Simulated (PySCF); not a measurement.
1-fluorocyclopentene (C5H7F), SMILES FC1=CCCC1. Geometry: ωB97X-D3(BJ)/def2-SVP. The values are those of a single conformer.

Computed equilibrium geometry at ωB97X-D3(BJ)/def2-SVP (PySCF confirms it by a frequency run) as a Z-matrix (one conformer of several):
```
C
H 1 1.0999
H 1 1.1014 2 107.30
C 1 1.5430 2 112.92 3 119.99
H 4 1.1016 1 113.54 2 -94.06
H 4 1.1050 5 107.08 1 -125.11
C 4 1.5031 5 112.20 6 -120.71
C 7 1.3323 4 114.58 5 -135.25
F 7 1.3351 8 126.08 4 177.47
H 8 1.0917 7 124.97 9 0.40
C 8 1.5121 10 125.27 7 -176.33
H 11 1.1021 8 113.05 10 -47.72
H 11 1.1057 12 106.53 8 -121.50
```
